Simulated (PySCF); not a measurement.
## Sm⁵³⁺: ionisation energy

Sm⁵³⁺ [He] 2s2 2p5 (2P) → Sm⁵⁴⁺ [He] 2s2 2p4 (3P), as a difference of total energies. Calculation: PySCF 2.14, in an uncontracted even-tempered set (19 s from 29 bohr⁻², ratio 2.2; 13 p from 37 bohr⁻², ratio 2.2; 6 d from 150 bohr⁻², ratio 2.4; 5 f from 230 bohr⁻², ratio 2.4; 4 g from 340 bohr⁻², ratio 2.4); the spin-free X2C one-electron Hamiltonian (Gaussian nucleus). Correlated levels: nothing frozen; virtual orbitals above 40 to 60 times the deepest correlated orbital energy dropped. The calculations carry no spin-orbit coupling.

```
                 method  ionisation energy (eV)
                    UHF                 10965.7
                    LDA                 10961.1
                    PBE                 10964.9
                   PBE0                 10965.6
                 r2SCAN                 10969.6
                  M06-L                 10968.9
                r2SCANh                 10969.4
    MP2 (all electrons)                 10967.5
SCS-MP2 (all electrons)                 10967.4
```

Spin-orbit coupling is strong in these open shells (close to jj coupling). The scalar numbers leave it out and a first-order estimate fails, so it can dominate the gap to the real levels.

For this ion Breit and QED terms and the two-electron picture change, all absent here, outweigh the differences among the correlated methods.

For comparison: 10762 ± 5 eV (theoretical estimate listed by NIST; NIST Atomic Spectra Database, ionization energies).
